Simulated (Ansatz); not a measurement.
`N[SiH](F)/N=C/O`, relaxed with RKS PBE0-D4/def2-TZVP in Ansatz from a PBE-D4/def2-SVP geometry. The force threshold is 0.005 eV/Å; the program also tests the step.

Total charge 0; spin multiplicity 1.

Start:

```xyz
11

N    -2.155   -0.027    0.071
Si   -0.653    0.692    0.495
F    -0.143    0.313    2.024
N     0.545    0.116   -0.628
C     1.649   -0.422   -0.283
O     2.565   -0.845   -1.169
H    -2.187   -1.003   -0.230
H    -3.019    0.252    0.539
H    -0.792    2.178    0.480
H     2.003   -0.617    0.755
H     2.186   -0.637   -2.054
```

```json
{"step": "1", "energy (eV)": "-16734.7405", "largest force (eV/Å)": "1.031", "largest move (Å)": "0.000"}
{"step": "2", "energy (eV)": "-16734.8123", "largest force (eV/Å)": "0.662", "largest move (Å)": "0.028"}
{"step": "3", "energy (eV)": "-16734.8307", "largest force (eV/Å)": "0.117", "largest move (Å)": "0.025"}
{"step": "4", "energy (eV)": "-16734.8318", "largest force (eV/Å)": "0.118", "largest move (Å)": "0.017"}
{"step": "5 (rejected)", "energy (eV)": "-16734.8301", "largest force (eV/Å)": "0.258", "largest move (Å)": "0.031"}
{"step": "6", "energy (eV)": "-16734.8334", "largest force (eV/Å)": "0.042", "largest move (Å)": "0.015"}
{"step": "7 (rejected)", "energy (eV)": "-16734.8333", "largest force (eV/Å)": "0.077", "largest move (Å)": "0.019"}
{"step": "8", "energy (eV)": "-16734.8337", "largest force (eV/Å)": "0.019", "largest move (Å)": "0.009"}
{"step": "9", "energy (eV)": "-16734.8338", "largest force (eV/Å)": "0.005", "largest move (Å)": "0.015"}
{"step": "10", "energy (eV)": "-16734.8338", "largest force (eV/Å)": "0.005", "largest move (Å)": "0.006"}
{"step": "11", "energy (eV)": "-16734.8338", "largest force (eV/Å)": "0.003", "largest move (Å)": "0.004"}
{"step": "12 (rejected)", "energy (eV)": "-16734.8338", "largest force (eV/Å)": "0.015", "largest move (Å)": "0.005"}
{"step": "13", "energy (eV)": "-16734.8338", "largest force (eV/Å)": "0.010", "largest move (Å)": "0.003"}
{"step": "14", "energy (eV)": "-16734.8338", "largest force (eV/Å)": "0.001", "largest move (Å)": "0.003"}
```

End:

```xyz
11

N    -2.120   -0.047    0.113
Si   -0.643    0.678    0.506
F    -0.158    0.354    2.007
N     0.535    0.104   -0.596
C     1.630   -0.422   -0.275
O     2.532   -0.832   -1.167
H    -2.167   -0.969   -0.286
H    -2.988    0.235    0.535
H    -0.776    2.148    0.466
H     1.991   -0.616    0.740
H     2.166   -0.633   -2.042
```

Run time 59 s (4 threads of an Arm Neoverse V1 on a shared host); peak host memory 0.58 GiB.
